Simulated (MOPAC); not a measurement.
MOPAC input (MNDO):

```
MNDO PRECISE GNORM=0.05 LET XYZ UHF MS=0.5 GEO-OK AUX(PRECISION=9) THREADS=1
H4NO3Si

N    -1.48290600 1   -0.71324300 1   -0.07058700 1
Si    0.08291600 1    0.01954000 1    0.01988300 1
O     0.40891500 1   -0.38289200 1    1.54946200 1
O     0.01924000 1    1.62904900 1   -0.27892900 1
O     1.03505200 1   -0.66239400 1   -1.11309700 1
H    -1.55298900 1   -1.71410600 1   -0.19121400 1
H    -2.24869000 1   -0.35420100 1    0.48098500 1
H    -0.04985500 1    2.21288900 1    0.48054500 1
H     1.36540000 1   -0.09554100 1   -1.81406100 1
```

Output:

```
 *******************************************************************************
 **                                                                           **
 **                              MOPAC v23.2.5                                **
 **                                                                           **
 *******************************************************************************
 ** MOPAC's Digital Object Identifier: https://doi.org/10.5281/zenodo.6511958 **
 **                                                                           **
 ** Please cite the open-source release paper for use of this MOPAC version:  **
 ** J. E. Moussa and J. J. P. Stewart (2026)                                  **
 ** MOPAC: An open-source semiempirical molecular orbital program             **
 ** J. Open Source Softw., 11(119), 8025, https://doi.org/10.21105/joss.08025 **
 *******************************************************************************

                              MNDO CALCULATION RESULTS

 *******************************************************************************
 *  MNDO       - The MNDO Hamiltonian to be used
 *  GEO-OK     - OVERRIDE INTERATOMIC DISTANCE AND OTHER SAFETY CHECKS
 *  UHF        - UNRESTRICTED HARTREE-FOCK CALCULATION
 *  MS=        - IN MECI, MAGNETIC COMPONENT OF SPIN =  0.5
 *  LET        - OVERRIDE SOME SAFETY CHECKS
 *  PRECISE    - TIGHTER CRITERIA TO BE USED
 *  XYZ        - CARTESIAN COORDINATE SYSTEM TO BE USED
 *  GNORM      - EXIT WHEN GRADIENT NORM DROPS BELOW 0.050
 *  AUX        - OUTPUT AUXILIARY INFORMATION
 *******************************************************************************
MNDO PRECISE GNORM=0.05 LET XYZ UHF MS=0.5 GEO-OK AUX(PRECISION=9) THREADS=1
 H4NO3Si

   ATOM   CHEMICAL          X               Y               Z
  NUMBER   SYMBOL      (ANGSTROMS)     (ANGSTROMS)     (ANGSTROMS)

     1       N         -1.48290600  *  -0.71324300  *  -0.07058700  *
     2      Si          0.08291600  *   0.01954000  *   0.01988300  *
     3       O          0.40891500  *  -0.38289200  *   1.54946200  *
     4       O          0.01924000  *   1.62904900  *  -0.27892900  *
     5       O          1.03505200  *  -0.66239400  *  -1.11309700  *
     6       H         -1.55298900  *  -1.71410600  *  -0.19121400  *
     7       H         -2.24869000  *  -0.35420100  *   0.48098500  *
     8       H         -0.04985500  *   2.21288900  *   0.48054500  *
     9       H          1.36540000  *  -0.09554100  *  -1.81406100  *

          CARTESIAN COORDINATES

    NO.       ATOM           X           Y           Z

     1         N         -1.4829     -0.7132     -0.0706
     2        Si          0.0829      0.0195      0.0199
     3         O          0.4089     -0.3829      1.5495
     4         O          0.0192      1.6290     -0.2789
     5         O          1.0351     -0.6624     -1.1131
     6         H         -1.5530     -1.7141     -0.1912
     7         H         -2.2487     -0.3542      0.4810
     8         H         -0.0499      2.2129      0.4805
     9         H          1.3654     -0.0955     -1.8141

  H: (MNDO): M.J.S. DEWAR, W. THIEL, J. AM. CHEM. SOC., 99, 4899, (1977)
  N: (MNDO): M.J.S. DEWAR, W. THIEL, J. AM. CHEM. SOC., 99, 4899, (1977)
  O: (MNDO): M.J.S. DEWAR, W. THIEL, J. AM. CHEM. SOC., 99, 4899, (1977)
 Si: (MNDO): M.J.S.DEWAR, ET. AL. ORGANOMETALLICS  5, 375 (1986)
[...]
            Atom       Atom       Distance
            H     9    H     6     4.26595
            H     7    O     3     3.52043
            O     5    H     8     3.34663

          SCF CALCULATIONS        =       1070

   ATOM   CHEMICAL          X               Y               Z
  NUMBER   SYMBOL      (ANGSTROMS)     (ANGSTROMS)     (ANGSTROMS)

     1       N         -1.57743588  *  -0.62486021  *  -0.02557447  *
     2      Si          0.02489958  *  -0.02277123  *   0.04053513  *
     3       O          0.71654433  *  -0.45543366  *   1.51051835  *
     4       O          0.04284280  *   1.62523971  *  -0.09872340  *
     5       O          0.98099640  *  -0.62362514  *  -1.16452403  *
     6       H         -1.85986254  *  -1.40895108  *   0.50861293  *
     7       H         -2.10045781  *  -0.58897637  *  -0.86542721  *
     8       H         -0.54424745  *   2.19661756  *   0.34179298  *
     9       H          1.57275088  *  -0.10604117  *  -1.66346359  *

                             CARTESIAN COORDINATES

   1    N       -1.577435876    -0.624860209    -0.025574473
   2   Si        0.024899581    -0.022771233     0.040535127
   3    O        0.716544329    -0.455433661     1.510518348
   4    O        0.042842805     1.625239711    -0.098723401
   5    O        0.980996397    -0.623625138    -1.164524031
   6    H       -1.859862544    -1.408951077     0.508612929
   7    H       -2.100457807    -0.588976366    -0.865427212
   8    H       -0.544247449     2.196617558     0.341792978
   9    H        1.572750881    -0.106041170    -1.663463587

           Empirical Formula: H4 N O3 Si  =     9 atoms

      MOLECULAR POINT GROUP   :   C1

          ALPHA EIGENVALUES
 -41.77462 -38.71462 -37.90034 -32.58055 -19.19648 -18.68732 -17.39958 -16.66002
 -15.14834 -14.56567 -13.55752 -13.21463 -12.72142 -12.40165 -12.38226 -10.74012
   1.58977   3.22324   3.29082   3.53551   5.66785   6.27755   6.80784   6.82212

           BETA EIGENVALUES
 -41.43637 -38.69533 -34.80616 -32.34489 -19.15371 -18.66244 -17.35262 -16.48272
 -14.50853 -13.33573 -13.24492 -12.40905 -12.21462 -12.12725 -10.72765  -0.48285
   1.73606   3.30947   3.57605   3.72633   5.68174   6.29076   6.81692   6.82380

              NET ATOMIC CHARGES AND DIPOLE CONTRIBUTIONS

  ATOM NO.   TYPE          CHARGE      No. of ELECS.   s-Pop       p-Pop
    1          N          -0.682922        5.6829     1.53095     4.15198
    2         Si           1.650777        2.3492     0.82607     1.52315
    3          O          -0.410520        6.4105     1.92442     4.48610
    4          O          -0.652925        6.6529     1.78349     4.86943
    5          O          -0.635028        6.6350     1.78356     4.85147
    6          H           0.147786        0.8522     0.85221
    7          H           0.144740        0.8553     0.85526
    8          H           0.218476        0.7815     0.78152
    9          H           0.219615        0.7804     0.78038
 DIPOLE           X         Y         Z       TOTAL
 POINT-CHG.    -0.860     0.356    -0.348     0.994
 HYBRID        -0.567     0.184    -0.471     0.759
 SUM           -1.427     0.540    -0.819     1.732

          ATOMIC ORBITAL ELECTRON POPULATIONS

     Atom    s        px        py        pz
    1  N   1.53095   1.36586   1.50115   1.28496
    2 Si   0.82607   0.51615   0.49336   0.51365
    3  O   1.92442   1.15942   1.90551   1.42117
    4  O   1.78349   1.68904   1.37928   1.80112
    5  O   1.78356   1.60290   1.65191   1.59666
    6  H   0.85221
    7  H   0.85526
    8  H   0.78152
    9  H   0.78038

                    (SZ)    =    0.500000
                    (S**2)  =    0.752036

          ATOMIC ORBITAL SPIN POPULATIONS

    Atom   Total    s     px     py     pz
         Atomic
    1  N  0.0036  0.001  0.002  0.001  0.000
    2 Si -0.0375 -0.010 -0.007 -0.003 -0.018
    3  O  1.0229  0.008  0.746  0.040  0.229
    4  O -0.0021 -0.000  0.001 -0.000 -0.002
    5  O  0.0131 -0.000  0.001  0.007  0.005
    6  H  0.0004  0.000
    7  H -0.0000 -0.000
    8  H -0.0001 -0.000
    9  H -0.0003 -0.000

 **********************
 *                    *
 * JOB ENDED NORMALLY *
 *                    *
 **********************

 == MOPAC DONE ==
```

The geometry given is a B3LYP-D3(BJ)/def2-TZVP minimum.
